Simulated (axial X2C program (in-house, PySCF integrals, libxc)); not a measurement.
# SnP: properties at the nuclei

Calculated with an axial X2C code built on PySCF integrals: two-component X2C with atomic mean-field Coulomb and Gaunt terms, Gaussian nuclei, basis Sn dyall-cv3z, P dyall-v3z with contracted cores.

R = 2.352 Å (near the PBE0 minimum at charge 0 of the determinant lowest at the starting distance; the state shown can have its own minimum elsewhere).

Input and command:
```json
{"zs": [50, 15], "q": 0, "bas": ["dyall-cv3z", "dyall-v3z"], "r0": 2.32, "levels": ["PBE0", "HF", "LDA", "TPSSh", "PBE"], "nst": 3}
```
```bash
python soeom.py task.json out
```

Keys: zs atomic numbers; q charge; bas basis sets; r0 starting distance in Å; levels methods; nst determinants followed.

Determinant lowest in the PBE0 search, Ω = 3/2 (⟨Sz⟩ = 0.50, ⟨Lz⟩ = 1.00 at PBE0), spin on the atoms Sn -0.01, P 0.51:

```tsv
level	Eeff magnitude (GV/cm)	Ws magnitude Sn (kHz)	Ws magnitude P (kHz)	A∥/gI Sn (MHz)	qzz Sn (a.u.)	A∥/gI P (MHz)	qzz P (a.u.)	μ (D)
PBE0	0.0854	0.00459	0.00349	243	-6.92	60.9	-1.31	-2.19
HF	0.4	0.122	0.01	562	-6.56	-25.1	-1.46	-1.48
LDA	0.143	0.0115	0.00192	176	-6.50	96	-1.39	-1.88
TPSSh	0.146	0.0262	0.00328	242	-6.67	75.8	-1.31	-2.12
PBE	0.107	0.00481	0.00259	203	-6.46	76.1	-1.34	-2.00
```

Determinant 0.12 eV from it at PBE0 and this distance, Ω = 1/2 (⟨Sz⟩ = -0.46, ⟨Lz⟩ = 0.96 at PBE0), spin on the atoms Sn -0.05, P -0.41:

| level | Eeff magnitude (GV/cm) | Ws magnitude Sn (kHz) | A∥/gI Sn (MHz) | qzz Sn (a.u.) | A∥/gI P (MHz) | qzz P (a.u.) | μ (D) |
| --- | --- | --- | --- | --- | --- | --- | --- |
| PBE0 | 1.92 | 2.29 | 639 | -7.11 | 574 | -1.16 | -2.35 |
| HF | 14.1 | 16.1 | 469 | -6.23 | 331 | -1.10 | -1.65 |
| LDA | 1.67 | 2.01 | 672 | -6.38 | 610 | -1.16 | -1.99 |
| TPSSh | 1.43 | 1.72 | 659 | -6.87 | 533 | -1.18 | -2.25 |
| PBE | 1.48 | 1.78 | 662 | -6.51 | 597 | -1.18 | -2.11 |

Eeff is the effective electric field on the electron electric dipole moment in this Ω state and Ws the scalar–pseudoscalar constant of the nucleus named (defined with the proton number Z and per Ω); A∥ (defined per Ω) follows by multiplying with gI = μI/(I μN); qzz is the electric field gradient, eQq0 = 234.96 MHz × Q/barn × qzz; μ is positive if the P end (last atom) is positive. The operators were transformed with the bare-nucleus X2C matrices; with these basis sets, hyperfine constants and field gradients can be off by tens of per cent, and where levels differ in sign neither size nor sign is settled.

Each state is one determinant with collinear spin. Unrestricted Hartree–Fock can overshoot spin polarisation at the nuclei. In the state Ω = 3/2 the sign of Eeff differs between levels (HF against PBE0). Where Eeff spreads by more than a factor of two the levels disagree and none is to be relied on. The search compared states at one distance, so a state with another bond length can lie lower. The sign of Ws at Sn differs between levels in the first state. Further determinants of the search, some of them spin-mixed, are not shown. Where a field gradient or hyperfine factor spreads by more than a factor of two over the levels, a constant derived from it is not to be relied on. PBE0 term energies can be off by some tenths of an eV.
